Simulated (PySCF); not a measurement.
Atomic charges by several schemes

C5H7NO.
Cartesian coordinates in Å at the GFN2-xTB level; atoms count from 1:
```xyz
14
C5H7NO angstrom
C     -1.170   -1.971    0.036
C     -1.002   -0.864   -0.679
C     -0.119    0.264   -0.398
C     -0.065    1.311   -1.228
N      0.650    0.178    0.774
C      1.540    1.077    1.257
O      1.850    2.135    0.775
H     -0.651   -2.183    0.957
H     -1.858   -2.734   -0.283
H     -1.571   -0.743   -1.590
H     -0.672    1.334   -2.115
H      0.577    2.150   -1.041
H      0.509   -0.665    1.309
H      1.982    0.711    2.206
```

Density: PBE0/pcSseg-1 (PySCF); schemes: Mulliken, IAO, Hirshfeld and ESP-fitted. The structure is a single GFN2-xTB conformer in the gas phase; no vibrational or solvent corrections.

Tabulate the Mulliken, IAO, Hirshfeld and ESP-fitted charges.

In e:

| atom | environment | Mulliken | IAO | Hirshfeld | ESP-fitted |
| --- | --- | --- | --- | --- | --- |
| C1 | terminal =CH2 carbon | -0.147 | -0.329 | -0.104 | -0.423 |
| C2 | alkene CH carbon | -0.178 | -0.138 | -0.044 | -0.255 |
| C3 | vinylic carbon bearing nitrogen | +0.018 | +0.094 | +0.043 | +0.378 |
| C4 | terminal =CH2 carbon | -0.066 | -0.346 | -0.113 | -0.588 |
| N5 | amide nitrogen | -0.508 | -0.305 | -0.085 | -0.447 |
| C6 | amide carbonyl carbon | +0.414 | +0.311 | +0.142 | +0.494 |
| O7 | amide oxygen | -0.418 | -0.459 | -0.252 | -0.502 |
| H8 | vinylic hydrogen | +0.108 | +0.133 | +0.043 | +0.180 |
| H9 | vinylic hydrogen | +0.132 | +0.164 | +0.053 | +0.198 |
| H10 | vinylic hydrogen | +0.106 | +0.160 | +0.055 | +0.196 |
| H11 | vinylic hydrogen | +0.113 | +0.153 | +0.048 | +0.190 |
| H12 | vinylic hydrogen | +0.154 | +0.186 | +0.037 | +0.269 |
| H13 | amide N–H hydrogen | +0.202 | +0.275 | +0.132 | +0.301 |
| H14 | formyl hydrogen | +0.070 | +0.101 | +0.045 | +0.010 |

Mean size of the charges over all atoms: ESP-fitted 0.316 e, IAO 0.225 e, Mulliken 0.188 e, Hirshfeld 0.086 e. Each set sums to the total charge, 0, to within 0.001 e. The Mulliken scheme counts on each atom the diagonal of the density matrix times the overlap matrix over that atom's basis functions.

Lowest charge. The schemes don't all agree: Mulliken N5 (-0.508); IAO O7 (-0.459); Hirshfeld O7 (-0.252); ESP-fitted C4 (-0.588).

Highest charge. All schemes agree: Mulliken C6 (+0.414); IAO C6 (+0.311); Hirshfeld C6 (+0.142); ESP-fitted C6 (+0.494).

Sum the charges by element, for elements with more than one atom.

| element | atoms | Mulliken | IAO | Hirshfeld | ESP-fitted |
| --- | --- | --- | --- | --- | --- |
| C | 5 | +0.041 | -0.408 | -0.077 | -0.394 |
| H | 7 | +0.885 | +1.171 | +0.414 | +1.342 |

How closely do the schemes follow one another over all atoms?

Correlation coefficient and root-mean-square difference: IAO with Hirshfeld 0.97, 0.152 e; IAO with ESP-fitted 0.96, 0.131 e; Hirshfeld with ESP-fitted 0.91, 0.262 e; Mulliken with IAO 0.89, 0.115 e; Mulliken with Hirshfeld 0.87, 0.156 e; Mulliken with ESP-fitted 0.84, 0.198 e.

How many electrons does the IAO scheme count on O7?

Z − q = 8 − (-0.459) ≈ 8.458.
